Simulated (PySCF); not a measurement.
**Spinor energies of Ce³⁺ (cerium, charge +3)**

Start: [Xe] 4f1; 4f5/2 filled at m_j = +5/2. Calculated with PySCF 2.14 in x2c-TZVPPall-2c (11s11p10d4f2g, 140 functions): generalised Hartree-Fock with the X2C-1e Hamiltonian and a Gaussian nucleus; one run each with spin-orbit coupling (SO) switched off, then screened by Boettger's factors.

| spinor shell | electrons | ε, spin-free (eV) | ε, screened SO (eV) | weight of nominal j (screened SO) | rms radius, screened SO (bohr) |
| --- | --- | --- | --- | --- | --- |
| 1s1/2 | 2 | -40667.5 | -40661.9 | 1.000 | 0.0280 |
| 2s1/2 | 2 | -6641.6 | -6639.9 | 1.000 | 0.114 |
| 2p1/2 | 2 | -5944.0 | -6256.5 | 1.000 | 0.0979 |
| 2p3/2 | 4 | -5944.0 | -5806.2 | 1.000 | 0.104 |
| 3s1/2 | 2 | -1495.3 | -1494.8 | 1.000 | 0.296 |
| 3p1/2 | 2 | -1268.4 | -1331.4 | 1.000 | 0.288 |
| 3p3/2 | 4 | -1268.4 | -1240.3 | 1.000 | 0.301 |
| 3d3/2 | 4 | -945.98 | -957.42 | 1.000 | 0.272 |
| 3d5/2 | 6 | -945.98 | -937.77 | 1.000 | 0.276 |
| 4s1/2 | 2 | -341.21 | -341.03 | 1.000 | 0.676 |
| 4p1/2 | 2 | -264.28 | -278.26 | 0.998 | 0.700 |
| 4p3/2 | 4 | -264.28 | -257.94 | 0.999 | 0.726 |
| 4d3/2 | 4 | -150.13 | -153.07 | 0.968 | 0.796 |
| 4d5/2 | 6 | -150.13 | -148.00 | 0.979 | 0.805 |
| 5s1/2 | 2 | -73.837 | -73.800 | 1.000 | 1.61 |
| 5p1/2 | 2 | -51.700 | -54.005 | 0.982 | 1.78 |
| 5p3/2 | 4 | -51.700 | -50.649 | 0.991 | 1.86 |
| 4f5/2 | 1 | -37.976 | -38.089 | 0.987 | 1.14 |

```
   quantity    spin-free  screened SO
E (hartree)  -8853.30832  -8857.17108
        M_J          5/2          5/2
       ⟨J²⟩        9.761        8.850
       ⟨L²⟩       12.010       12.051
       ⟨S²⟩        0.751        0.792
```

Each row is a mean over spinors that exchange with the open shell spreads, by up to 6.408 eV (4d3/2).

⟨J²⟩ departs a little from M_J(M_J + 1) because the unrestricted spinors polarise the closed shells.

Breit and QED terms are absent; they matter most for the inner s and p1/2 levels.

Densities and radii are taken from the X2C orbitals without a picture-change correction, which distorts them close to the nucleus.

Without spin-orbit coupling the j labels of p, d and f shells carry no meaning; the spin-free column gives the mean over the occupied spinors of each nl shell, and its ⟨J²⟩ belongs to a mixture of degenerate components.
